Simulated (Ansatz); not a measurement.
Geometry optimisation, Ansatz, RKS B3LYP/STO-3G.

The input (input.yaml):

```yaml
crystal:
  periodic: [false, false, false]
  atoms:
    - { symbol: C, position_ang: [-0.42882, 2.16419, 1.03593] }
    - { symbol: Si, position_ang: [0.50984, 0.90311, 0.26358] }
    - { symbol: "N", position_ang: [-0.26498, -0.59574, -0.19384] }
    - { symbol: Al, position_ang: [0.20061, -2.14468, -0.96828] }
    - { symbol: H, position_ang: [0.00891, 3.10026, 1.3292] }
    - { symbol: H, position_ang: [-1.48023, 2.06295, 1.24723] }
    - { symbol: H, position_ang: [1.90141, 0.77189, -0.13062] }
    - { symbol: H, position_ang: [-1.24986, -0.5553, 0.05833] }
    - { symbol: H, position_ang: [-0.84855, -3.23839, -1.25379] }
    - { symbol: H, position_ang: [1.65169, -2.4683, -1.38775] }
basis:
  gaussian: { orbitals: STO-3G }
hamiltonian:
  xc: b3lyp
relax:
  f_tol: 0.015
  max_steps: 40
output:
  orbitals: {}
```

Run as:

```bash
$ ansatz run input.yaml --threads 1 --pin off --max-ram 2048MiB --backend cpu --events-out ev --progress --plain --runs-dir out
```

Where does it end, and by what steps?

It converged. Limits of this set-up: minimal basis. After 7 steps the energy has fallen by 0.361 eV; H10 moved furthest, 0.35 Å.

```
step  energy less start (eV)  largest force component (eV/Å)  accepted
   0                  0.0000                           1.997       yes
   1                 -0.3196                           0.698       yes
   2                 -0.3500                           0.104       yes
   3                 -0.3496                           0.241        no
   4                 -0.3560                           0.073       yes
   5                 -0.3597                           0.081       yes
   6                 -0.3605                           0.033       yes
   7                 -0.3607                           0.009       yes
```

```xyz
10
Properties=species:S:1:pos:R:3
C -0.343 2.103 0.989
Si 0.404 0.796 0.250
N -0.402 -0.668 -0.204
Al 0.221 -2.118 -0.964
H 0.207 3.004 1.255
H -1.402 2.124 1.240
H 1.806 0.760 -0.083
H -1.417 -0.641 0.033
H -0.753 -3.224 -1.224
H 1.680 -2.136 -1.293
```

Time of the run: 48 s on 1 CPU thread of a shared host.
